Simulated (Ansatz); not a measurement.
```yaml
crystal:
  periodic: [false, false, false]
  atoms:
    - {symbol: Nb, position_ang: [-0.099863, 0.034257, -0.030861]}
    - {symbol: F, position_ang: [-0.062850, -0.009999, 1.832026]}
    - {symbol: F, position_ang: [0.120166, 0.255410, -1.861668]}
    - {symbol: F, position_ang: [1.655381, 0.049242, 0.141395]}
    - {symbol: F, position_ang: [-1.031364, 1.633305, 0.126880]}
    - {symbol: F, position_ang: [-0.887798, -1.556775, 0.186947]}
basis:
  gaussian: {orbitals: def2-TZVPP, nuclear_model: gaussian}
hamiltonian: {xc: {name: PBE0}, dispersion: d3bjatm}
```

```sh
$ ansatz run in.yaml --threads 2 --pin off --events-out ev --progress --plain --max-ram 32768MiB --backend cpu
```

It prints (some lines left out):

```
Functional definition: PBE0
1157 factors; their error is unknown
mean field evaluation 1: about -15126.3681 eV, gradient 8.3e1 eV
mean field evaluation 2: about -15058.9184 eV, gradient 2.3e2 eV
mean field evaluation 4: about -15136.0502 eV, gradient 1.3e1 eV
mean field evaluation 8: about -15136.2782 eV, gradient 2.3e-2 eV
mean field evaluation 16: about -15136.3663 eV, gradient 1.6e-4 eV
mean field -15136.36626288 eV, -556.2512003631 hartree, gradient 1.4e-5 eV, S^2 0.000000; 0 other end points of the search recorded, 0 dependent functions left out
reference -15136.36632284 eV, -556.2512025668 hartree; 29, 29 occupied and 182, 182 virtual orbitals, 1157 factors
Total energy: -15136.45386375 eV, -556.2544196360 hartree
```

Run time 3.4 s (2 threads of AMD EPYC 7R13 on a shared host).

In the def2 sets Nb takes a core potential; there is no spin–orbit coupling.
